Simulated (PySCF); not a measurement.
PySCF input for CuCl₂, SMILES [Cl][Cu-][Cl], charge -1, multiplicity 1, PBE-D3(BJ)/def2-SVPD. Coordinates come from a PBE-D3(BJ)/def2-SVPD optimisation. The multiplicity is an assumed one; other spin states were not compared.

```python
import numpy as np
from pyscf import gto, scf, dft, df
from pyscf.hessian import thermo

mol = gto.M(
    atom='''
    Cu    0.00000000    0.00000000    0.00000000
    Cl    0.00000000    0.00000000   -2.15815326
    Cl    0.00000000    0.00000000    2.15815326
    ''',
    basis='def2-SVPD',
    charge=-1,
    spin=0,
    max_memory=1600,
    verbose=3,
)
mf = dft.RKS(mol, xc='pbe').density_fit(auxbasis='def2-universal-jkfit')
mf.disp = 'd3bj'
mf.grids.level = 3
mf.conv_tol = 1e-11
mf.max_cycle = 100
mf.kernel()

# [left out here: the lines that compute and print the analytic Hessian (its translational invariance restored by hand, since the grid's response is missing), thermochemistry and intensities]
```

Log of the run:

```
converged SCF energy = -2560.00651098588

WARN: DFTD3 does not support analytical Hessian, using finite difference


WARN: Mole.unit (angstrom) is changed to Bohr

Mode                                 0                   1                   2
Irrep
Freq [cm^-1]                       93.2003             93.2003            282.7623
Reduced mass [au]                  46.2287             46.2287             35.4500
Force const [Dyne/A]                0.2366              0.2366              1.6700
Char temp [K]                     134.0945            134.0945            406.8319
Normal mode                   x     y     z       x     y     z       x     y     z
       0  Cu                 0.09  0.01 -0.00    0.01 -0.09 -0.00    0.00  0.00  0.00
       1  Cl                -0.08 -0.01 -0.00   -0.01  0.08  0.00   -0.00 -0.00  0.12
       2  Cl                -0.08 -0.01  0.00   -0.01  0.08 -0.00   -0.00 -0.00 -0.12
Mode                                 3
Irrep
Freq [cm^-1]                      383.6058
Reduced mass [au]                  46.2287
Force const [Dyne/A]                4.0080
Char temp [K]                     551.9234
Normal mode                   x     y     z
       0  Cu                -0.00  0.00 -0.09
       1  Cl                 0.00 -0.00  0.08
       2  Cl                 0.00 -0.00  0.08
temperature 298.1500 [K]
pressure 101325.00 [Pa]
Rotational constants [GHz] inf 1.53041 1.53041
Symmetry number 2
Zero-point energy (ZPE) 0.00194 [Eh]   5100.690 [J/mol]
                           tot       elec      trans        rot        vib
Entropy [J/mol/K]       282.197      0.000    169.872     71.634     40.691
Cv [J/mol/K]             50.571      0.000     12.472      8.314     29.785
Cp [J/mol/K]             58.886      0.000     20.786      8.314     29.785
Internal energy [J/mol]                      3718.434   2478.956  11042.836
Internal energy [Eh]   -2559.99994  -2560.00651
Enthalpy [J/mol]                             6197.391   2478.956  11042.836
Enthalpy [Eh]          -2559.99900
Gibbs free energy [J/mol]                  -44449.828 -18878.810  -1089.091
Gibbs free energy [Eh] -2560.03105
mode   freq/cm-1   IR/(km/mol)
   1       93.20         7.894
   2       93.20         7.894
   3      282.76         0.000
   4      383.61        53.229
max |gradient| / (hartree/bohr): 1.2944486988709426e-05
APT charges: [ 0.3255 -0.6628 -0.6628]
```

The calculation finished and met its thresholds.

Cost: about 40 core-seconds (a rough figure).
